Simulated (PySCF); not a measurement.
C5H3NS2.
SMILES with atom numbers: `[N:1]#[C:2][S:3][c:4]1[cH:5][cH:6][cH:7][s:8]1` (hydrogens: H9 on C5; H10 on C6; H11 on C7)

Level of theory: PySCF, TDDFT B3LYP/def2-SVPD, vertical, gas phase, core orbitals frozen in the response. The structure is a single PBE0-D3(BJ)/def2-SVP conformer in the gas phase; no vibrational or solvent corrections. Torsions of this conformer, `[N:1]#[C:2][S:3][c:4]1[cH:5][cH:6][cH:7][s:8]1`: C2–S3–C4–C5 -8°.

Each state is given a Gaussian of 0.5 eV full width at half maximum, with ε(max) = 2.175×10⁸ f / Δν̃ (Δν̃ the width in cm⁻¹). The width is an assumption, not a result. The curve ends short of the highest state used, and states not computed would add to its high-energy end.

(E (eV), ε (L mol⁻¹ cm⁻¹)): (3.47, 0), (3.54, 0), (3.60, 0), (3.66, 0), (3.72, 0), (3.78, 0), (3.85, 1), (3.91, 1), (3.97, 3), (4.03, 6), (4.10, 17), (4.16, 42), (4.22, 100), (4.28, 225), (4.34, 471), (4.41, 1014), (4.47, 1800), (4.53, 2951), (4.59, 4469), (4.66, 6557), (4.72, 8355), (4.78, 9832), (4.84, 10686), (4.90, 10731), (4.97, 9770), (5.03, 8302), (5.09, 6571), (5.15, 4901), (5.22, 3354), (5.28, 2503), (5.34, 2092), (5.40, 2034), (5.46, 2205), (5.53, 2514), (5.59, 2743), (5.65, 2861)

(1) Where are the band maxima, and which computed states make them?

(2) Does any computed singlet lie in the visible range?

(3) On this curve, what absorbance would a 10⁻⁴ mol/L sample give at 222 nm over a 1 cm path?

Results:

(1) 254 nm (4.87 eV), ε about 11000, made up of S2 (100%) (ε in L mol⁻¹ cm⁻¹; maxima over ε = 5, shares over 10%). At its high-energy end, 5.65 eV, the curve is still rising (ε about 2900, from S5 and S6). The states used: S1 4.22 eV (f 0.0001); S2 4.87 eV (f 0.200); S3 5.26 eV (f 0.0025); S4 5.45 eV (f 0.0007); S5 5.60 eV (f 0.021); S6 5.68 eV (f 0.028); S7 6.04 eV (f 0.0010); S8 6.07 eV (f 0.013); S9 6.13 eV (f 0.018); S10 6.25 eV (f 0.0001).

(2) No computed singlet lies in the visible range (380 to 750 nm); the lowest, at 294 nm, stands 0.96 eV above its violet end (3.26 eV).

(3) 222 nm is 5.585 eV, where ε is about 2700 L mol⁻¹ cm⁻¹, so A = ε c l ≈ 0.27 (Beer–Lambert, with the gas-phase spectrum and the assumed width).

All these states lie below the vertical ionisation energy of 8.63 eV (ΔSCF).
